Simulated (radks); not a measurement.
La III, configuration [Xe] 5d1.

All-electron calculation, scalar-relativistic Kohn-Sham, PBE, spin-polarised, spherical densities, finite nucleus; open shells are filled with parallel spins first (spin-orbit coupling, left out, can overturn this in heavy ions); Fermi nuclear charge, rms radius 4.855 fm. Program: a radial shooting solver on a logarithmic mesh with Libxc functionals.

Energy parts (eV):
| part | energy |
|---|---|
| total | -231087.22 |
| kinetic | 244416.52 |
| electron-nucleus | -558525.46 |
| Hartree | 88540.18 |
| exchange-correlation | -5518.46 |

Orbitals (lengths in bohr, moments of r in powers of bohr; r(90%) holds 90 % of the orbital's charge):
orbital  occ.  eigenvalue (eV)  r(90%)      <r^2>   <1/r>
1s down     1        -38761.12  0.0452  0.0008538   62.01
1s up       1        -38761.12  0.0452  0.0008538   62.01
2s up       1        -6181.253   0.166    0.01362   14.28
2s down     1        -6181.219   0.166    0.01362   14.28
2p up       3        -5541.600   0.153    0.01084   13.55
2p down     3        -5541.575   0.153    0.01084   13.55
3s up       1        -1332.128   0.419    0.09292   5.171
3s down     1        -1332.114   0.419    0.09292   5.171
3p up       3        -1127.841   0.424    0.09296   4.901
3p down     3        -1127.824   0.424    0.09295   4.901
3d up       5        -834.2715   0.407    0.07971   4.647
3d down     5        -834.2449   0.407    0.07971   4.647
4s up       1        -279.1792   0.939     0.4826   2.150
4s down     1        -279.1299   0.939     0.4827   2.150
4p up       3        -212.7355    1.01     0.5458   1.984
4p down     3        -212.6922    1.01     0.5458   1.984
4d up       5        -116.5710    1.15     0.6829   1.724
4d down     5        -116.5285    1.15     0.6825   1.724
5s up       1         -51.6867    2.23      2.719  0.8486
5s down     1         -51.3037    2.22      2.697  0.8529
5p up       3         -35.1579    2.60      3.627  0.7273
5p down     3         -34.6285    2.59      3.593  0.7320
4f up       0         -17.0396    2.01      1.766   1.148
4f down     0         -16.8571    1.97      1.712   1.157
5d up       1         -15.0117    3.90      7.692  0.4969
5d down     0         -14.2949    3.89      7.634  0.4993
6s up       0         -13.7529    5.34      15.68  0.3400
6s down     0         -13.0472    5.28      15.40  0.3424

The highest occupied level is 5d up at -15.012 eV. The configuration is held as typed, so some empty levels lie below it. Summed over all electrons, <r^2> = 47.47 bohr^2, which gives a Langevin (diamagnetic) susceptibility term of -37.6 x 10^-6 cm^3/mol. Spin moment in Bohr magnetons: 1. The density falls to 0.001 e/bohr^3 at r = 3.92 bohr. The spin density at the nucleus is -1.917 e/bohr^3 (1s 0.000, 2s -0.113, 3s -0.014, 4s 0.182, 5s -1.973).
